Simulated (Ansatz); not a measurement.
Start from `C=CCBr` and change one atom or group to get `C=CCC[SiH3]`.

Ansatz, PBE0-D4/def2-TZVP geometries, multiplicity 1. Each molecule was computed in one conformer, which needn't be the lowest.

Scalar relativity is left out up to krypton.

```
                                          property  `C=CCBr`
           HOMO–LUMO gap (ωB97M-V/def2-TZVPP) / eV     11.25
             HOMO–LUMO gap (B3LYP/def2-TZVPP) / eV      6.47
    size of the dipole moment (PBE/def2-TZVPP) / D      1.90
                 HOMO energy (PBE/def2-TZVPP) / eV     -6.54
size of the dipole moment (ωB97M-V/def2-TZVPP) / D      1.97
                 LUMO energy (PBE/def2-TZVPP) / eV     -1.78
```

(1) What does the change do to each property? (An estimate is asked.)

Answers

(1) Computed: 
| property | `C=CCC[SiH3]` | shift |
| --- | --- | --- |
| HOMO–LUMO gap (ωB97M-V/def2-TZVPP) / eV | 11.77 | 0.52 |
| HOMO–LUMO gap (B3LYP/def2-TZVPP) / eV | 7.17 | 0.70 |
| size of the dipole moment (PBE/def2-TZVPP) / D | 1.02 | -0.88 |
| HOMO energy (PBE/def2-TZVPP) / eV | -6.38 | 0.16 |
| size of the dipole moment (ωB97M-V/def2-TZVPP) / D | 0.96 | -1.01 |
| LUMO energy (PBE/def2-TZVPP) / eV | -0.88 | 0.90 |

With PBE0 the HOMO rises by 0.23 eV and the LUMO rises by 0.92 eV, so the gap widens by about 0.69 eV. PBE moves the HOMO by 0.16 eV and ωB97M-V by 0.19 eV. Dipoles are sizes alone; their direction can turn.

B3LYP here is the variant with VWN-RPA as its local correlation; programs differ in this.

Spin–orbit coupling is left out; it splits and shifts lone-pair levels of the heavy atoms by tenths of an eV.
